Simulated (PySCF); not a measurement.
Consider `NC(=O)C(F)(F)F` (C2H2F3NO). Atom numbers as in the mapped SMILES `[NH2:1][C:2](=[O:3])[C:4]([F:5])([F:6])[F:7]`.

These are calculated values, ωB97X-D3(BJ)/ma-def2-TZVP in PySCF (grid level 2) at geometries from PBE0-D3(BJ)/def2-SVP. The prefix ma- adds one diffuse s and one diffuse p function on all atoms but H. Thermal corrections: PBE0-D3(BJ)/def2-SVP frequencies, unscaled, ideal gas at 298.15 K and 1 bar, quasi-RRHO entropy.

Task: What are the vertical and the adiabatic ionisation energy for forming the radical cation?

Result: 10.95 eV vertical and 10.78 eV adiabatic, the latter with zero-point energy.

Task: Where does the unpaired spin of the relaxed radical cation sit?

Result: O3 (amide oxygen) 0.92 (intrinsic atomic orbital populations).

Task: What oxidation potential follows in acetonitrile (IEF-PCM), given that Fc+/Fc comes at 4.54 V absolute with this functional and basis?

Result: In the gas phase ΔG of oxidation is 10.771 eV, and solvation is -36.0 kJ/mol for the parent and -277.5 kJ/mol for the product, so the absolute potential is 8.27 V, or 3.72 V against Fc+/Fc. Fc+/Fc in acetonitrile, 4.54 V, is ωB97X-D3(BJ)/ma-def2-TZVP on PBE0-D3(BJ)/def2-SVP structures with GFN2-xTB thermal terms. Benchmark calculations put it near 5.0 V in acetonitrile and DMSO, so it is about 0.5 V low, and the value against it can read up to that much too high. The solvent is electrostatics only, on gas-phase structures; the absolute scale refers to an electron at rest in vacuum.

Task: How far is −ε(HOMO) from the vertical value by ΔSCF?

Result: −ε(HOMO) = 10.98 eV, which is 0.03 eV above the ΔSCF value.

Differences come from unrounded values, so a last digit can differ from that of the printed terms.
